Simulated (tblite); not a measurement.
Isomers of C5H11NOSi2. Level: GFN2-xTB in tblite, geometry and Hessian alike; calculated harmonic values, unscaled, isolated species. Against measured fundamentals such values can be off by several per cent, at times by over 20. Modes of hydrogen on silicon can be 10 to 20 % off. One conformer each.

Electronic energies: GFN2-xTB at the same geometries; isomer energies are rough at this level and their order can be wrong.

| SMILES | electronic energy, lowest = 0 (kJ/mol) |
| --- | --- |
| N#C[C@@H]1CO[SiH2]CC[SiH2]1 | 63.1 |
| C#CCC(=C)[SiH2]O[SiH2]N | 30.2 |
| CC[Si@@H]1CC[Si@@H](C#N)O1 | 0.0 |
| N#C/C=C\C[SiH2]CO[SiH3] | 134.7 |
| C#C[Si@@H]([SiH2]N)[C@@H](C)C=O | 325.0 |
| C=C(C)CO[Si@@H]([SiH3])C#N | 186.1 |

Q: How do GFN2-xTB zero-point energies change the relative energies?

A: 
```csv
SMILES,ZPE (kJ/mol),of it from modes above 1550 cm⁻¹,electronic (kJ/mol),"with ZPE, lowest = 0 (kJ/mol)",lowest mode (cm⁻¹),rings
CC[Si@@H]1CC[Si@@H](C#N)O1,395.4,202.8,0.0,0.0,33,1
C#CCC(=C)[SiH2]O[SiH2]N,368.8,211.3,30.2,3.6,9,0
N#C[C@@H]1CO[SiH2]CC[SiH2]1,383.5,191.6,63.1,51.1,62,1
N#C/C=C\C[SiH2]CO[SiH3],367.3,199.0,134.7,106.5,34,0
C=C(C)CO[Si@@H]([SiH3])C#N,372.0,203.6,186.1,162.6,14i,0
C#C[Si@@H]([SiH2]N)[C@@H](C)C=O,374.5,211.8,325.0,304.1,36,0
```

The zero-point energies span 28.1 kJ/mol, from `N#C/C=C\C[SiH2]CO[SiH3]` to `CC[Si@@H]1CC[Si@@H](C#N)O1`. Slightly imaginary modes are left out of the zero-point energy: `C=C(C)CO[Si@@H]([SiH3])C#N` 14.4i, 4.8i cm⁻¹. The order is unchanged.

Q: What do entropy and thermal enthalpy add at 298.15 K and 1 bar (rigid rotor, harmonic oscillator, one conformer each)?

A: 
| SMILES | point group | symmetry number | S (J/(mol K)) | H − H(0) (kJ/mol) | ZPE + H − H(0) − TS (kJ/mol) |
| --- | --- | --- | --- | --- | --- |
| CC[Si@@H]1CC[Si@@H](C#N)O1 | C1 | 1 | 457.6 | 34.03 | 293.0 |
| N#C[C@@H]1CO[SiH2]CC[SiH2]1 | C1 | 1 | 428.6 | 31.76 | 287.4 |
| N#C/C=C\C[SiH2]CO[SiH3] | C1 | 1 | 475.2 | 36.19 | 261.8 |
| C#C[Si@@H]([SiH2]N)[C@@H](C)C=O | C1 | 1 | 486.9 | 38.66 | 268.0 |

Not tabulated: `C#CCC(=C)[SiH2]O[SiH2]N` (lowest mode only 9 cm⁻¹); `C=C(C)CO[Si@@H]([SiH3])C#N` (lowest mode only 14i cm⁻¹).
